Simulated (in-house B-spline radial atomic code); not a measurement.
Values are calculated unless marked as measured or tabulated.
**C6 from the polarisability at imaginary frequency: C V (C4+)**

BP86 linear response of the closed shell 1s2, from a B-spline radial code for spherical atoms; scalar-relativistic (spin-free one-electron X2C), finite nucleus, no spin-orbit coupling.

The dispersion coefficient of two like species is C6 = (3/π) ∫ α(iu)² du from 0 to ∞.

```tsv
u (hartree)	α(iu) (bohr³)
0	0.009221
0.335	0.009214
0.783	0.009185
1.34	0.009115
2.24	0.008932
3.35	0.008602
5.03	0.007946
7.83	0.00668
11.2	0.005252
16.8	0.003514
28	0.001766
55.9	0.0005563
```

Problem. Fit one oscillator, α(iu) = α(0)/(1 + u²/ω²), through u = 7.83 and estimate C6.

Solution. From α(0)/α(iu) − 1 = 0.009221/0.00668 − 1 = 0.3804, ω = u/√0.3804 = 12.6954 hartree (345.5 eV). London's formula gives C6 = (3/4) α(0)² ω = 0.75 × 0.009221² × 12.6954 = 0.0008096 hartree·bohr⁶, and the oscillator holds f = α(0) ω² = 1.49 electrons, of a sum of oscillator strengths of 2.0.

Problem. How does that compare with the full integral?

Solution. The program's quadrature over all excitations gives C6 = 0.0008341, so the single oscillator is off by -2.9 %. At the last point the fit gives α = 0.000452 against 0.000556: higher excitations, and deeper shells where there are any, keep the true curve higher at large u.
